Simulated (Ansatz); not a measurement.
Ansatz (a first-principles code) input (B3LYP/6-31G*):

Ansatz 0.2 input:
```yaml
crystal:
  periodic: [false, false, false]
  atoms:
    - {symbol: C, position_ang: [-1.41787952, -0.29653485, -0.02829651]}
    - {symbol: B, position_ang: [0.14383781, 0.07293627, -0.01073758]}
    - {symbol: O, position_ang: [0.40644676, 1.33225332, -0.38794757]}
    - {symbol: O, position_ang: [1.13928469, -0.79609310, 0.35119436]}
    - {symbol: H, position_ang: [-1.72581074, -0.60223224, 0.97997865]}
    - {symbol: H, position_ang: [-2.05817284, 0.52935736, -0.34585638]}
    - {symbol: H, position_ang: [-1.57964735, -1.13962331, -0.71234646]}
    - {symbol: H, position_ang: [0.78586740, -1.66225580, 0.59571679]}
basis:
  gaussian:
    orbitals: 6-31G*
hamiltonian:
  xc: {name: B3LYP}
magnetization: {spin_polarized: true, initial_magnetization: 1}
phonons: {temperatures: {t_min: 298.15, t_max: 298.15, t_step: 100}}
```

Output:

```
Functional definition: B3LYP
integrals: 0.02 GiB planned
738 factors; integrals over basis functions are off by at most 4.6e-4 eV
mean field: 0.28 GiB planned
mean field evaluation 1: about -5866.9145 eV, gradient 4.1e1 eV
mean field evaluation 2: about -5862.6127 eV, gradient 5.5e1 eV
mean field evaluation 4: about -5873.4389 eV, gradient 2.3e0 eV
mean field evaluation 8: about -5873.4753 eV, gradient 1.2e-1 eV
mean field evaluation 16: about -5873.4755 eV, gradient 7.2e-5 eV
mean field -5873.47553734 eV, -215.8462448127 hartree, gradient 2.5e-5 eV, S^2 0.753646; 1 other end points of the search recorded, 0 dependent functions left out
the calculation of the forces begins
reference -5873.47569390 eV, -215.8462505658 hartree; 16, 15 occupied and 52, 53 virtual orbitals, 738 factors
these checks for a lower state are left out or cut short: stability, starts, cluster_reference, orbital_swaps, neighbouring_geometries, increment
integrals: 0.02 GiB planned
738 factors; integrals over basis functions are off by at most 4.6e-4 eV
mean field: 0.28 GiB planned
mean field evaluation 32: about -5873.4754 eV, gradient 1.1e-6 eV
mean field -5873.47537450 eV, -215.8462388282 hartree, gradient 1.1e-6 eV, S^2 0.753643; 0 other end points of the search recorded, 0 dependent functions left out
the calculation of the forces begins
reference -5873.47553108 eV, -215.8462445824 hartree; 16, 15 occupied and 52, 53 virtual orbitals, 738 factors
these checks for a lower state are left out or cut short: stability, starts, cluster_reference, orbital_swaps, neighbouring_geometries, increment
integrals: 0.02 GiB planned
738 factors; integrals over basis functions are off by at most 4.6e-4 eV
mean field: 0.28 GiB planned
mean field -5873.47537450 eV, -215.8462388281 hartree, gradient 2.3e-6 eV, S^2 0.753648; 0 other end points of the search recorded, 0 dependent functions left out
the calculation of the forces begins
reference -5873.47553102 eV, -215.8462445802 hartree; 16, 15 occupied and 52, 53 virtual orbitals, 738 factors
these checks for a lower state are left out or cut short: stability, starts, cluster_reference, orbital_swaps, neighbouring_geometries, increment
integrals: 0.02 GiB planned
738 factors; integrals over basis functions are off by at most 4.6e-4 eV
mean field: 0.28 GiB planned
mean field -5873.47539690 eV, -215.8462396513 hartree, gradient 1.1e-6 eV, S^2 0.753637; 0 other end points of the search recorded, 0 dependent functions left out
the calculation of the forces begins
reference -5873.47555344 eV, -215.8462454042 hartree; 16, 15 occupied and 52, 53 virtual orbitals, 738 factors
these checks for a lower state are left out or cut short: stability, starts, cluster_reference, orbital_swaps, neighbouring_geometries, increment
integrals: 0.02 GiB planned
738 factors; integrals over basis functions are off by at most 4.6e-4 eV
mean field: 0.28 GiB planned
mean field -5873.47539679 eV, -215.8462396473 hartree, gradient 2.7e-6 eV, S^2 0.753654; 0 other end points of the search recorded, 0 dependent functions left out
the calculation of the forces begins
reference -5873.47555335 eV, -215.8462454008 hartree; 16, 15 occupied and 52, 53 virtual orbitals, 738 factors
these checks for a lower state are left out or cut short: stability, starts, cluster_reference, orbital_swaps, neighbouring_geometries, increment
integrals: 0.02 GiB planned
738 factors; integrals over basis functions are off by at most 4.6e-4 eV
mean field: 0.28 GiB planned
mean field -5873.47535302 eV, -215.8462380390 hartree, gradient 2.4e-6 eV, S^2 0.753660; 0 other end points of the search recorded, 0 dependent functions left out
the calculation of the forces begins
reference -5873.47550959 eV, -215.8462437926 hartree; 16, 15 occupied and 52, 53 virtual orbitals, 738 factors
these checks for a lower state are left out or cut short: stability, starts, cluster_reference, orbital_swaps, neighbouring_geometries, increment
integrals: 0.02 GiB planned
738 factors; integrals over basis functions are off by at most 4.7e-4 eV
mean field: 0.28 GiB planned
mean field evaluation 64: about -5873.4754 eV, gradient 1.2e-6 eV
mean field -5873.47535331 eV, -215.8462380496 hartree, gradient 1.3e-6 eV, S^2 0.753632; 0 other end points of the search recorded, 0 dependent functions left out
the calculation of the forces begins
reference -5873.47550985 eV, -215.8462438022 hartree; 16, 15 occupied and 52, 53 virtual orbitals, 738 factors
these checks for a lower state are left out or cut short: stability, starts, cluster_reference, orbital_swaps, neighbouring_geometries, increment
integrals: 0.02 GiB planned
738 factors; integrals over basis functions are off by at most 4.6e-4 eV
mean field: 0.28 GiB planned
[...]
mean field -5873.47551792 eV, -215.8462440990 hartree, gradient 2.0e-6 eV, S^2 0.753644; 0 other end points of the search recorded, 0 dependent functions left out
the calculation of the forces begins
reference -5873.47567450 eV, -215.8462498529 hartree; 16, 15 occupied and 52, 53 virtual orbitals, 738 factors
these checks for a lower state are left out or cut short: stability, starts, cluster_reference, orbital_swaps, neighbouring_geometries, increment
integrals: 0.02 GiB planned
738 factors; integrals over basis functions are off by at most 4.6e-4 eV
mean field: 0.28 GiB planned
mean field -5873.47551725 eV, -215.8462440741 hartree, gradient 1.9e-6 eV, S^2 0.753646; 0 other end points of the search recorded, 0 dependent functions left out
the calculation of the forces begins
reference -5873.47567379 eV, -215.8462498270 hartree; 16, 15 occupied and 52, 53 virtual orbitals, 738 factors
these checks for a lower state are left out or cut short: stability, starts, cluster_reference, orbital_swaps, neighbouring_geometries, increment
integrals: 0.02 GiB planned
738 factors; integrals over basis functions are off by at most 4.6e-4 eV
mean field: 0.28 GiB planned
mean field -5873.47551700 eV, -215.8462440652 hartree, gradient 1.7e-6 eV, S^2 0.753645; 0 other end points of the search recorded, 0 dependent functions left out
the calculation of the forces begins
reference -5873.47567356 eV, -215.8462498185 hartree; 16, 15 occupied and 52, 53 virtual orbitals, 738 factors
these checks for a lower state are left out or cut short: stability, starts, cluster_reference, orbital_swaps, neighbouring_geometries, increment
integrals: 0.02 GiB planned
738 factors; integrals over basis functions are off by at most 4.6e-4 eV
mean field: 0.28 GiB planned
mean field evaluation 160: about -5873.4754 eV, gradient 2.8e-6 eV
mean field -5873.47544961 eV, -215.8462415885 hartree, gradient 2.8e-6 eV, S^2 0.753646; 0 other end points of the search recorded, 0 dependent functions left out
the calculation of the forces begins
reference -5873.47560620 eV, -215.8462473430 hartree; 16, 15 occupied and 52, 53 virtual orbitals, 738 factors
these checks for a lower state are left out or cut short: stability, starts, cluster_reference, orbital_swaps, neighbouring_geometries, increment
integrals: 0.02 GiB planned
738 factors; integrals over basis functions are off by at most 4.6e-4 eV
mean field: 0.28 GiB planned
mean field -5873.47544826 eV, -215.8462415389 hartree, gradient 1.7e-6 eV, S^2 0.753645; 0 other end points of the search recorded, 0 dependent functions left out
the calculation of the forces begins
reference -5873.47560477 eV, -215.8462472907 hartree; 16, 15 occupied and 52, 53 virtual orbitals, 738 factors
these checks for a lower state are left out or cut short: stability, starts, cluster_reference, orbital_swaps, neighbouring_geometries, increment
integrals: 0.02 GiB planned
738 factors; integrals over basis functions are off by at most 4.6e-4 eV
mean field: 0.28 GiB planned
mean field -5873.47546270 eV, -215.8462420694 hartree, gradient 1.6e-6 eV, S^2 0.753645; 0 other end points of the search recorded, 0 dependent functions left out
the calculation of the forces begins
reference -5873.47561925 eV, -215.8462478227 hartree; 16, 15 occupied and 52, 53 virtual orbitals, 738 factors
these checks for a lower state are left out or cut short: stability, starts, cluster_reference, orbital_swaps, neighbouring_geometries, increment
integrals: 0.02 GiB planned
738 factors; integrals over basis functions are off by at most 4.6e-4 eV
mean field: 0.28 GiB planned
mean field -5873.47546245 eV, -215.8462420605 hartree, gradient 2.3e-6 eV, S^2 0.753646; 0 other end points of the search recorded, 0 dependent functions left out
the calculation of the forces begins
reference -5873.47561900 eV, -215.8462478136 hartree; 16, 15 occupied and 52, 53 virtual orbitals, 738 factors
these checks for a lower state are left out or cut short: stability, starts, cluster_reference, orbital_swaps, neighbouring_geometries, increment
integrals: 0.02 GiB planned
738 factors; integrals over basis functions are off by at most 4.6e-4 eV
mean field: 0.28 GiB planned
mean field -5873.47550791 eV, -215.8462437311 hartree, gradient 2.6e-6 eV, S^2 0.753646; 0 other end points of the search recorded, 0 dependent functions left out
the calculation of the forces begins
reference -5873.47566447 eV, -215.8462494845 hartree; 16, 15 occupied and 52, 53 virtual orbitals, 738 factors
these checks for a lower state are left out or cut short: stability, starts, cluster_reference, orbital_swaps, neighbouring_geometries, increment
integrals: 0.02 GiB planned
738 factors; integrals over basis functions are off by at most 4.6e-4 eV
mean field: 0.28 GiB planned
mean field evaluation 192: about -5873.4755 eV, gradient 2.4e-6 eV
mean field -5873.47550789 eV, -215.8462437303 hartree, gradient 2.4e-6 eV, S^2 0.753645; 0 other end points of the search recorded, 0 dependent functions left out
the calculation of the forces begins
reference -5873.47566444 eV, -215.8462494832 hartree; 16, 15 occupied and 52, 53 virtual orbitals, 738 factors
these checks for a lower state are left out or cut short: stability, starts, cluster_reference, orbital_swaps, neighbouring_geometries, increment
integrals: 0.02 GiB planned
738 factors; integrals over basis functions are off by at most 4.6e-4 eV
mean field: 0.28 GiB planned
mean field -5873.47539638 eV, -215.8462396325 hartree, gradient 2.7e-6 eV, S^2 0.753644; 0 other end points of the search recorded, 0 dependent functions left out
the calculation of the forces begins
reference -5873.47555287 eV, -215.8462453834 hartree; 16, 15 occupied and 52, 53 virtual orbitals, 738 factors
these checks for a lower state are left out or cut short: stability, starts, cluster_reference, orbital_swaps, neighbouring_geometries, increment
integrals: 0.02 GiB planned
738 factors; integrals over basis functions are off by at most 4.6e-4 eV
mean field: 0.28 GiB planned
mean field -5873.47539774 eV, -215.8462396823 hartree, gradient 1.8e-6 eV, S^2 0.753647; 0 other end points of the search recorded, 0 dependent functions left out
the calculation of the forces begins
reference -5873.47555435 eV, -215.8462454377 hartree; 16, 15 occupied and 52, 53 virtual orbitals, 738 factors
these checks for a lower state are left out or cut short: stability, starts, cluster_reference, orbital_swaps, neighbouring_geometries, increment
integrals: 0.02 GiB planned
738 factors; integrals over basis functions are off by at most 4.6e-4 eV
mean field: 0.28 GiB planned
mean field -5873.47552166 eV, -215.8462442364 hartree, gradient 2.3e-6 eV, S^2 0.753646; 0 other end points of the search recorded, 0 dependent functions left out
the calculation of the forces begins
reference -5873.47567823 eV, -215.8462499903 hartree; 16, 15 occupied and 52, 53 virtual orbitals, 738 factors
these checks for a lower state are left out or cut short: stability, starts, cluster_reference, orbital_swaps, neighbouring_geometries, increment
integrals: 0.02 GiB planned
738 factors; integrals over basis functions are off by at most 4.6e-4 eV
mean field: 0.28 GiB planned
mean field -5873.47552178 eV, -215.8462442407 hartree, gradient 1.6e-6 eV, S^2 0.753645; 0 other end points of the search recorded, 0 dependent functions left out
the calculation of the forces begins
reference -5873.47567831 eV, -215.8462499931 hartree; 16, 15 occupied and 52, 53 virtual orbitals, 738 factors
Total energy: -5873.47569390 eV, -215.8462505658 hartree
Atom 0 at    -1.417880    -0.296535    -0.028297 Å, force    -0.000015     0.000077    -0.000026 eV/Å
Atom 1 at     0.143838     0.072936    -0.010738 Å, force     0.000147     0.000053    -0.000004 eV/Å
Atom 2 at     0.406447     1.332253    -0.387948 Å, force    -0.000109    -0.000078     0.000015 eV/Å
Atom 3 at     1.139285    -0.796093     0.351194 Å, force     0.000033    -0.000015     0.000008 eV/Å
Atom 4 at    -1.725811    -0.602232     0.979979 Å, force     0.000002     0.000036     0.000125 eV/Å
Atom 5 at    -2.058173     0.529357    -0.345856 Å, force    -0.000005    -0.000040     0.000012 eV/Å
Atom 6 at    -1.579647    -1.139623    -0.712346 Å, force     0.000023    -0.000042    -0.000121 eV/Å
Atom 7 at     0.785867    -1.662256     0.595717 Å, force    -0.000076     0.000009    -0.000009 eV/Å
Dipole moment:    -0.358283    -0.521645     0.134702 e Å
Vibrations: 101.23 299.68 375.87 465.17 500.65 757.38 854.57 889.91 1012.72 1187.60 1316.20 1454.33 1505.40 1508.51 3039.07 3106.37 3152.74 3798.31 cm⁻¹, zero-point energy 1.569994 eV
```

The blocks after the first are displaced geometries, from whose forces the wavenumbers follow.
